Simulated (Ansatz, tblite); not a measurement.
Removing an electron: In9As8H24⁻. Charge -1, multiplicity 1. Geometry: PBE-D4/def2-SVP. Ansatz, gas phase; energy differences of separate SCF runs; the oxidised species was run as a doublet alone.

```tsv
atom	x (Å)	y (Å)	z (Å)
As1	-0.118	1.150	4.302
As2	2.428	-1.246	1.185
As3	-3.447	-1.139	-2.626
As4	0.423	-2.045	-2.614
As5	-1.721	-0.910	1.009
As6	2.053	2.939	1.179
As7	-0.366	1.788	-2.115
As8	3.679	0.649	-1.967
In9	-1.442	-1.166	3.680
In10	-4.022	-1.854	-0.056
In11	0.220	-2.391	0.042
In12	2.294	2.420	3.815
In13	3.825	1.073	0.797
In14	-1.756	-2.579	-4.167
In15	-2.979	1.454	-2.623
In16	1.417	0.276	-3.392
In17	-1.516	1.607	0.314
H18	-1.199	2.227	4.180
H19	-0.176	1.103	5.836
H20	3.456	-2.370	1.350
H21	2.028	-1.207	2.660
H22	-4.774	-1.153	-3.396
H23	1.501	-3.045	-3.048
H24	3.158	4.019	1.267
H25	-0.100	3.271	-2.380
H26	4.632	-0.430	-2.503
H27	4.384	1.806	-2.685
H28	-0.265	-2.435	3.973
H29	-3.004	-1.069	4.467
H30	-3.974	-3.602	0.027
H31	-5.356	-0.846	0.460
H32	0.259	-4.093	0.444
H33	3.418	1.114	4.210
H34	2.219	3.856	4.828
H35	5.510	0.820	1.194
H36	-2.154	-4.275	-4.015
H37	-1.482	-1.756	-5.689
H38	-3.900	2.637	-3.509
H39	-3.238	1.769	-0.708
H40	1.619	0.642	-5.088
H41	-1.532	2.990	1.361
```

In the def2 sets In takes a core potential; there is no spin–orbit coupling. The xTB rows come from tblite. Single mean-field runs in def2-SVP are fitted with def2-universal-jkfit. HOMO above LUMO, or a gap near zero within one spin, warns that the state may not be the lowest or that an electron is smeared out.

```json
{"level": "GFN1-xTB", "−HOMO (eV)": "6.81", "vertical IE (eV)": "8.11", "−LUMO (eV)": "4.14", "HOMO–LUMO gap (eV)": "2.67", "remarks": "–"}
{"level": "GFN2-xTB", "−HOMO (eV)": "7.53", "vertical IE (eV)": "8.90", "−LUMO (eV)": "5.07", "HOMO–LUMO gap (eV)": "2.46", "remarks": "–"}
{"level": "PBE-D4/def2-SVP", "−HOMO (eV)": "2.92", "vertical IE (eV)": "4.51", "−LUMO (eV)": "-0.14", "HOMO–LUMO gap (eV)": "3.06", "remarks": "gap within one spin near zero (doublet)"}
{"level": "B97M-V/def2-SVP", "−HOMO (eV)": "3.22", "vertical IE (eV)": "4.71", "−LUMO (eV)": "-0.24", "HOMO–LUMO gap (eV)": "3.47", "remarks": "gap within one spin near zero (doublet)"}
{"level": "PBE0-D4/def2-SVP", "−HOMO (eV)": "3.83", "vertical IE (eV)": "4.91", "−LUMO (eV)": "-0.84", "HOMO–LUMO gap (eV)": "4.67", "remarks": "–"}
```

  Raw xTB energy differences between charge states are shifted by several eV; the methods need an empirical correction for them.
